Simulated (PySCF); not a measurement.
AlCl₂H₃O₂Si, SMILES [OH][Al]([OH])[SiH](Cl)Cl. Atoms are numbered in the order given.

```xyz
9

Si    -0.8388    -0.4551    -0.1521
Cl    -1.5110    -0.0784     1.7939
Cl    -1.5289     1.0796    -1.4025
Al     1.5842    -0.3213    -0.1392
O      2.4405    -1.7519     0.1719
O      2.4213     1.1358    -0.3927
H     -1.5129    -1.7016    -0.6012
H      3.3953    -1.8414     0.2483
H      2.0499     1.9989    -0.5953
```

Geometry: B3LYP-D3(BJ)/def2-SVP. The structure was generated by enumeration; whether it is a known compound was not checked. Other conformers were not sampled.

Two levels are set side by side: PBE/pcSseg-1 (PySCF) and PBE0/pcSseg-1 (PySCF). GIAO shifts against H2O (¹⁷O), HCl (³⁵Cl), TMS (²⁹Si), TMS (¹H) at the same level; non-relativistic, no solvent, atoms listed together averaged. Without spin–orbit terms, shifts of atoms bonded to Cl or Br come out too high at both levels. Differences are taken from unrounded values.

```tsv
quantity	PBE
δ(²⁹Si) of Si1 (ppm)	30.5
δ(¹H) of H7 (ppm)	6.66
```

Task: These are the PBE values. What does PBE0 give? (An estimate is asked for; the answer gives what the named calculation found.)

Result: 
```tsv
quantity	PBE0	PBE minus PBE0
δ(²⁹Si) of Si1 (ppm)	28.1	2.4
δ(¹H) of H7 (ppm)	6.38	0.28
```

Rough cost on one machine, each run with all the roots and properties that it gave: PBE0 against PBE within a factor of 2.
